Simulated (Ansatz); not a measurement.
Reaction (ligand exchange at a B–C bond): `BC(B)O[SiH3]` + `[SiH3]N[SiH3]` → `BN([SiH3])[SiH3]` + `BCO[SiH3]`

Computed with Ansatz on PBE0-D4/def2-TZVP structures; ΔE is electronic, products minus reactants. CCSD(T)/CBS adds triple-zeta CCSD(T) − MP2 to the extrapolated MP2 energy (def2 sets, frozen cores). This one scheme is used for every species. Functionals use def2-TZVPP. Each species was taken in one conformer, which may not be the lowest.

```
          level  ΔE (kcal/mol)
        PBE0-D4          -25.2
CCSD/def2-TZVPP          -26.9
```

(1) What does CCSD(T)/CBS give? (Estimate.)

Largest T1 diagnostic among the species: 0.013.

## Answers

(1) The calculation gave: -26.3 kcal/mol. The listed levels differ from it by 1.1, -0.6 kcal/mol.
